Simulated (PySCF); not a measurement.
TDDFT excited states: C12H18

Hexamethylbenzene, C12H18.
InChI=1S/C12H18/c1-7-8(2)10(4)12(6)11(5)9(7)3/h1-6H3

The calculation used TDDFT CAM-B3LYP/def2-SVPD, vertical, gas phase, core orbitals frozen in the response (PySCF). Geometry: PBE0-D3(BJ)/def2-SVP; no solvent, vibrations or thermal averaging.

Task: List the vertical singlet excitations with oscillator strengths and describe the spectrum.

Result: 

| state | E (eV) | E (kJ/mol) | λ (nm) | f | main configurations (H = HOMO, L = LUMO) |
| --- | --- | --- | --- | --- | --- |
| S1 | 5.10 | 492 | 243.3 | 0.0000 | H-1/H→L+1 (≥48%), H-1/H→L+2 (≥46%) |
| S2 | 5.71 | 551 | 217.1 | 0.0011 | H-1/H→L+1 (≥50%), H-1/H→L+2 (≥44%) |
| S3 | 6.11 | 589 | 203.0 | 0.0003 | H-1/H→L (≥90%) |
| S4 | 6.12 | 590 | 202.6 | 0.0003 | H-1/H→L (≥90%) |
| S5 | 6.44 | 621 | 192.5 | 0.696 | H-1/H→L+2 (≥50%), H-1/H→L+1 (≥32%) |
| S6 | 6.44 | 622 | 192.4 | 0.703 | H-1/H→L+2 (≥50%), H-1/H→L+1 (≥31%) |
| S7 | 6.69 | 645 | 185.4 | 0.018 | H-1/H→L+3 (≥51%), H-1/H→L+4 (≥39%) |
| S8 | 6.84 | 660 | 181.3 | 0.024 | H-1/H→L+4 (≥51%), H-1/H→L+3 (≥23%) |
| S9 | 6.84 | 660 | 181.2 | 0.023 | H-1/H→L+4 (≥50%), H-1/H→L+3 (≥27%) |

Triplets (Tamm–Dancoff): T1 3.80 eV, H-1/H→L+1 (≥47%), H-1/H→L+2 (≥42%); T2 4.49 eV, H-1/H→L+1 (≥45%), H-1/H→L+2 (≥41%); T3 4.49 eV, H-1/H→L+2 (≥45%), H-1/H→L+1 (≥41%).

The lowest singlet lies at 5.10 eV (243 nm, ultraviolet) and is dark (f under 0.0005); its leading configuration is HOMO-1/HOMO→LUMO+1 (≥48%). The strongest level in the table is S5/S6 at 6.44 eV (193 nm, f = 1.398 summed). S5/S6 and S8/S9 lie within about 0.01 eV of each other in each set. Löwdin shares by element: HOMO (one of a set within 0.03 eV) carbon 67% or more (atoms not listed hold the other 33%); LUMO carbon 26% or more (atoms not listed hold the other 74%). Orbital energies (eV): HOMO-3 -10.34, HOMO-2 -10.30, HOMO-1 -7.38, HOMO -7.37, LUMO 1.23, LUMO+1 1.31, LUMO+2 1.35. The oscillator strengths of these states sum to 1.465; summed over the whole spectrum of an exact calculation they would give the number of electrons, 90 (Thomas–Reiche–Kuhn). The listed states span 1.75 eV, and the widest gap between neighbours is 0.61 eV (S1 to S2). Orbitals of the list HOMO-3 to LUMO+2 that lie within 0.01 eV of each other are written together with a slash and their weights summed (≥ marks a lower bound); for degenerate orbitals outside that list single weights are arbitrary. Only the lowest 10 singlets were computed, as vertical energies without vibronic structure. The highest level found (6.97 eV, f 0.0001 so far) is left out, since the window may have cut off a degenerate partner.

The run took 3.3 min wall, 7.1 min CPU (grids of density and orbitals included) on an Intel Xeon Platinum 8259CL at 2.50 GHz with 2 threads, on a shared host, and the process peaked at 2.9 GiB of memory.
